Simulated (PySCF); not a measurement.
This PySCF input asks for the NMR shieldings of SMILES B[Si@@H](BN[SiH3])C[SiH2][SiH3], CH15B2NSi4; the geometry comes from GFN2-xTB.

```python
import basis_set_exchange as bse
import numpy as np
from pyscf import gto, dft
from pyscf.prop import nmr

atoms = """
B    -0.612202   -1.536105   -1.749681
Si   -0.101328    0.183611   -0.986384
B    -1.588069    1.485402   -1.109846
N    -2.730569    1.421545   -0.307577
Si   -3.234206    0.345017    0.974595
C     0.484929    0.020454    0.848148
Si    2.066014   -0.992175    1.125363
Si    3.904274   -0.023671    0.128032
H    -0.569737   -1.731434   -2.904403
H    -1.072416   -2.394475   -1.098171
H     1.111022    0.767241   -1.642558
H    -1.554957    2.360973   -1.900336
H    -3.409214    2.154418   -0.467731
H    -2.632423    0.773367    2.240276
H    -2.860772   -1.021134    0.619923
H    -4.692223    0.494905    1.033491
H    -0.324649   -0.430366    1.423518
H     0.627090    1.017842    1.267877
H     2.252886   -1.150201    2.583104
H     1.815917   -2.358633    0.631217
H     4.049057   -0.368962   -1.289017
H     5.166929   -0.432409    0.757751
H     3.899896    1.441774    0.198334
"""
names = dict.fromkeys(["B", "Si", "N", "C", "H"], "pcSseg-1")
basis = {el: gto.basis.parse(bse.get_basis(n, elements=[el], fmt="nwchem")) for el, n in names.items()}
mol = gto.M(atom=atoms, basis=basis, charge=0, verbose=0)
mf = dft.RKS(mol, xc="PBE0")
mf.grids.level = 2
mf.grids.alignment = dft.numint.BLKSIZE   # the property module wants whole blocks of grid points
mf.conv_tol = 1e-9
mf.kernel()

calc = nmr.RKS(mf)   # GIAO
C = mf.mo_coeff
Co = C[:, mf.mo_occ > 0]
resp = mf.gen_response(singlet=True, hermi=2)
def vind(x):   # induced exchange potential for any number of trial vectors
    d = np.einsum("pi,xij,qj->xpq", C, 2 * x.reshape(-1, C.shape[1], Co.shape[1]), Co, optimize=True)
    return np.einsum("xpq,pi,qj->xij", resp(d - d.transpose(0, 2, 1)), C, Co, optimize=True).ravel()
mo1, _ = nmr.rhf.solve_mo1(calc, with_cphf=vind)
sigma = calc.kernel(mo1)
for i, s in enumerate(sigma):   # ppm
    print("%2d %-2s %9.2f" % (i, mol.atom_pure_symbol(i), np.trace(s) / 3))
```

Q: What does it print?

A: 
```
 0 B     -18.53
 1 Si    412.72
 2 B      45.87
 3 N     133.16
 4 Si    398.52
 5 C     197.14
 6 Si    422.28
 7 Si    469.05
 8 H      20.89
 9 H      20.68
10 H      27.36
11 H      25.40
12 H      26.41
13 H      26.70
14 H      26.81
15 H      26.96
16 H      31.32
17 H      31.90
18 H      27.29
19 H      27.87
20 H      28.22
21 H      28.38
22 H      28.35
```

These numbers come from an equivalent density-fitted implementation of the same equations, which agrees with the script to about 0.01 ppm for H and up to a few tenths of a ppm for heavy atoms, so last digits may differ.

Size and cost of the density-fitted run: 239 basis functions, 110 s wall time on 1 thread of an Arm Neoverse N1, shared host; peak memory 1.1 GiB.
